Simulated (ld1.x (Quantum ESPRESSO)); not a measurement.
**Reading a pseudo-wave (Cl (Z = 17))**

Columns: radius, all-electron u(r) and pseudo u(r) of the 3s shell (level -20.58 eV) of chlorine in the configuration [Ne] 3s2 3p5; PW91, non-relativistic, PAW scheme, ld1.x (Quantum ESPRESSO) 7.5.

| r (bohr) | all-electron | pseudo |
| --- | --- | --- |
| 0.090 | 0.1330 | 0.1237 |
| 0.180 | -0.2351 | 0.2448 |
| 0.270 | -0.4238 | 0.3605 |
| 0.360 | -0.4021 | 0.4687 |
| 0.450 | -0.2504 | 0.5672 |
| 0.540 | -0.0421 | 0.6546 |
| 0.630 | 0.1745 | 0.7296 |
| 0.720 | 0.3723 | 0.7915 |
| 0.810 | 0.5386 | 0.8403 |
| 0.900 | 0.6697 | 0.8762 |
| 0.990 | 0.7666 | 0.8996 |
| 1.080 | 0.8319 | 0.9116 |
| 1.170 | 0.8697 | 0.9131 |
| 1.260 | 0.8847 | 0.9052 |
| 1.350 | 0.8813 | 0.8891 |
| 1.440 | 0.8639 | 0.8658 |
| 1.530 | 0.8358 | 0.8359 |
| 1.620 | 0.8002 | 0.8002 |
| 1.710 | 0.7596 | 0.7596 |
| 1.800 | 0.7160 | 0.7160 |
| 1.890 | 0.6709 | 0.6709 |
| 1.980 | 0.6255 | 0.6255 |
| 2.070 | 0.5807 | 0.5807 |
| 2.160 | 0.5372 | 0.5372 |
| 2.250 | 0.4953 | 0.4953 |
| 2.340 | 0.4554 | 0.4554 |

(1) How many radial nodes do the two functions have?

(2) At about which radius was the pseudo-wave matched?

(3) Is the pseudo-wave norm-conserving?

Answers

(1) The all-electron 3s function has n − l − 1 = 2; the pseudo-wave has 0, since the states of the same l below it are removed with the core.

(2) 1.60 bohr, where the columns begin to agree (steps of 0.09 bohr).

(3) No, it belongs to a PAW set: the norm inside the radius is not constrained, and the difference is carried by the augmentation charge.
